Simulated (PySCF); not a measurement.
## Pb⁺: excitation energy

Pb⁺ [Xe] 4f14 5d10 6s2 6p1 (2P) → Pb⁺ [Xe] 4f14 5d10 6s1 6p1 7s1 (4P), as a difference of total energies. All numbers are calculated (PySCF 2.14, scalar relativity by spin-free X2C-1e, in aug-cc-pVQZ-DK3). Correlated levels: valence: [Xe] 4f14 5d10 frozen. The calculations carry no spin-orbit coupling.

| method | excitation energy (eV) |
| --- | --- |
| UHF | 13.190 |
| MP2 (valence) | 13.796 |
| SCS-MP2 (valence) | 14.032 |
| CCSD (valence) | 13.919 |
| CCSD(T) (valence) | 13.929 |

Problem. How much does correlation contribute at CCSD(T) (valence)?

Solution. 13.929 − (13.190) = 0.739 eV, measured against UHF.

A first-order spin-orbit estimate (lowest level to lowest level, LS coupling) adds -0.046 eV.

The promoted electron is Rydberg-like, and one or two diffuse shells describe it only roughly, which tends to raise the upper state.
